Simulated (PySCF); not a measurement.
Compound: C₃H₅OPSe.
SMILES with atom numbers: `[CH3:1][O:2][C:3]1=[CH:4][P@@H:5]1=[Se:6]` (hydrogens: H7, H8, H9 on C1; H10 on C4; H11 on P5)

Computed by this run: PBE0-D3(BJ)/def2-SVP geometry optimisation, gas phase (PySCF); density fitting, grid level 1; the optimiser is geomeTRIC in internal coordinates, started from a GFN2-xTB structure with every atom displaced at random (about 0.01 Å).

Step 0: E = -79843.9961 eV
```
atom  x, y, z in Å  |  force x, y, z in eV/Å
C1      1.7571    0.5985   -0.4318   -1.554   1.407  -0.354
O2      0.8229   -0.2885   -1.0469    0.003  -0.124   0.122
C3     -0.2878   -0.5428   -0.3872    2.343   1.637   0.487
C4     -1.3661   -1.2530   -0.4286   -2.041  -1.041   0.093
P5     -1.4179   -0.0836    0.9347    0.228   0.000  -0.728
Se6    -2.4946    1.6967    1.1391    0.088  -0.225   0.100
H7      2.4324    0.9413   -1.2173    0.126  -0.016  -0.139
H8      2.3099    0.1341    0.3587    0.512  -0.677   0.734
H9      1.2042    1.4942   -0.0093    0.523  -0.746  -0.371
H10    -1.9182   -1.9623   -1.0307   -0.167  -0.230  -0.134
H11    -1.0039   -0.7604    2.1037   -0.062   0.013   0.190
```

**Question.** Estimate the geometry and energy of step 1. (The exact step hangs on the optimiser's Hessian estimate; all steps are aligned on step 0, rigid shifts and turns removed.)

**Answer.** E = -79844.1004 eV, largest force 0.737 eV/Å
```
atom  x, y, z in Å  |  force x, y, z in eV/Å
C1      1.7659    0.6281   -0.4623    0.298  -0.180   0.184
O2      0.8370   -0.2877   -1.0207   -0.008   0.144   0.021
C3     -0.2623   -0.4986   -0.3441   -0.428  -0.541  -0.259
C4     -1.3845   -1.2327   -0.4372    0.466   0.409   0.111
P5     -1.4321   -0.1030    0.9327   -0.111  -0.017   0.224
Se6    -2.5627    1.6097    1.2579   -0.003   0.062  -0.051
H7      2.5165    0.8186   -1.2363    0.042  -0.009  -0.046
H8      2.2669    0.1808    0.4204   -0.147   0.153  -0.169
H9      1.2871    1.5775   -0.1874   -0.123   0.007   0.054
H10    -1.9137   -1.9402   -1.0734   -0.015  -0.031  -0.015
H11    -1.0798   -0.7786    2.1347    0.029   0.002  -0.053
```

The energy changes by -0.1044 eV. The first-order estimate −F·Δx gives -0.2988 eV and the mean of the old and new forces, exact on a quadratic surface, -0.1096 eV. The step makes an angle of 79° with the force vector and moves no atom by more than 0.213 Å.

What follows is the cost of the whole optimisation. Time: 46 s wall; peak memory 0.55 GiB. Hardware: one thread, Arm Neoverse V1 (aarch64), no GPU, on a shared host.
